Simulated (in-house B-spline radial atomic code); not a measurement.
Bi⁵⁺. Computed with a B-spline radial atomic code. Model: all-electron spherical atom, spin shells full or empty, radial basis limit, no spin-orbit coupling, Breit or QED, empty-state partial waves extrapolated as (l+1/2)^-4, RPA, G0W0 and static COHSEX of the highest shell as one setting changes (uncorrelated shells keep exact exchange).

Empty levels are discrete states of a finite basis, so the steps are uneven.

Without the two-electron picture change, core correlation of heavy ions comes too large.

Given: element Bi; charge 5; filled core Xe; hamiltonian one-electron scalar X2C; mean-field start r2SCAN; highest l of empty states 9; nuclear rms radius 5.5211 fm; lowest nl shells left uncorrelated 11; highest mean-field shell 5d; box radius 10.43 bohr.

Shell: 4f 7 7, 5d 5 5 (electrons up and down).

```tsv
highest empty level kept (hartree)	RPA correlation energy (hartree)	G0W0 level (eV)	G0W0 minus most complete (meV)	COHSEX level (eV)	linearised minus solved G0W0 (meV)
12	-0.70665	-89.063	490.8	-91.305	-23.6
24	-0.79456	-89.315	239	-92.008	-25.3
42	?	?	?	?	?
72	-0.86826	-89.526	27.9	-92.613	-26.9
120	-0.87511	-89.544	9.7	-92.663	-27.1
216	-0.87765	-89.551	3.1	-92.693	-27.1
360	-0.87825	-89.552	1.5	-92.699	-27.1
720	?	?	?	?	?
1440	-0.87874	-89.554	0.1	-92.705	-27.1
3000	-0.87877	-89.554	0	-92.706	-27.1
7200	-0.87878	-89.554	0	-92.706	-27.1
24000	-0.87878	-89.554	0	-92.706	-27.1
```

**Question.** What follows for highest empty level kept = 42?

**Answer.** RPA correlation energy -0.84219 hartree; G0W0 level -89.455 eV; G0W0 minus most complete 98.9 meV; COHSEX level -92.402 eV; linearised minus solved G0W0 -26.4 meV.

**Question.** What follows for highest empty level kept = 720?

**Answer.** RPA correlation energy -0.87864 hartree; G0W0 level -89.553 eV; G0W0 minus most complete 0.4 meV; COHSEX level -92.704 eV; linearised minus solved G0W0 -27.1 meV.
